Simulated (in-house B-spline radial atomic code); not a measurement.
# Ionising Pb VII (Pb6+) with different functionals

Computed with an all-electron radial atomic-structure program (B-spline basis): four-component Dirac-Coulomb Hamiltonian, Fermi nucleus of rms radius 5.5012 fm, spin-restricted, spherical fractional occupations for the functionals, and exact exchange of hybrids averaged over the configuration. The ionisation energy is the difference of two self-consistent energies, [Xe] 4f14 5d8 → [Xe] 4f14 5d7, without Breit or QED terms; ε is the level of the shell that loses the electron (mean over j). The electron is taken from both j subshells in proportion to 2j + 1, so the result is a j average, not the step between ground levels.

```csv
method,rung,ΔSCF (eV),-ε(5d) (eV)
PBE0,global hybrid,104.14,97.73
wB97X,range-separated hybrid,?,?
LC-wPBE,range-separated hybrid,?,?
CAM-B3LYP,range-separated hybrid,104.06,99.14
```

(1) What does LC-wPBE give?

(2) What does wB97X give?

(3) Among the functionals, which spreads more, the ΔSCF values or the orbital energies?

(4) How do they compare with the NIST value?

Answers

(1) ΔSCF 104.03 eV, and -ε(5d) = 100.40 eV.

(2) ΔSCF 103.88 eV, and -ε(5d) = 100.11 eV.

(3) The orbital energies: ΔSCF values span about 0.26 eV and the orbital energies 2.67 eV; here energy differences depend much less on the functional than eigenvalues do.

(4) NIST lists 100 eV ± 2 (tabulated theory, ground level to ground level). Errors run from +3.78 to +4.04 eV. The correlated functionals all miss on the same side by more than they spread, so the cause is common to them (Breit-QED terms, spin polarisation, the choice among j levels, multiplet and fine-structure energies, or a listed next ion that isn't the cheapest removal here) and closeness doesn't rank the functionals.
